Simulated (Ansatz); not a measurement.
A series at Ga: from `[GaH3]`, ligands are replaced one by one, each step taking up H₂O and setting free H₂; n counts the steps. Ansatz, PBE0-D4/def2-TZVP geometries. Each molecule was computed in one conformer, which needn't be the lowest.

| n | molecule | HOMO energy, ωB97M-V/def2-TZVPP (eV) |
| --- | --- | --- |
| 0 | `[GaH3]` | -10.83 |
| 1 | `[OH][GaH2]` | -10.80 |
| 2 | `[OH][GaH][OH]` | -11.16 |
| 3 | `[OH][Ga]([OH])[OH]` | ? |

Task: By hand: fit a straight line y = ȳ + b (n − n̄) to the 3 given rows and predict n = 3.

Result: n̄ = 1.000, ȳ = -10.930; Σ(n − n̄)(y − ȳ) = -0.330, Σ(n − n̄)² = 2.000, so b = -0.165 eV a step. Prediction: -10.930 + (-0.165) × (2.000) = -11.26 eV.

Task: By hand: compare with the computed value, -11.45 eV, and give the steps along the whole series.

Result: The line misses by -0.19 eV (computed minus predicted). Steps: 0.03, -0.36, -0.29 eV.

The steps change sign along the series, so a line is a poor guide. The highest orbital can change its character along such a series. The miss is 29.2 % of the series' range.
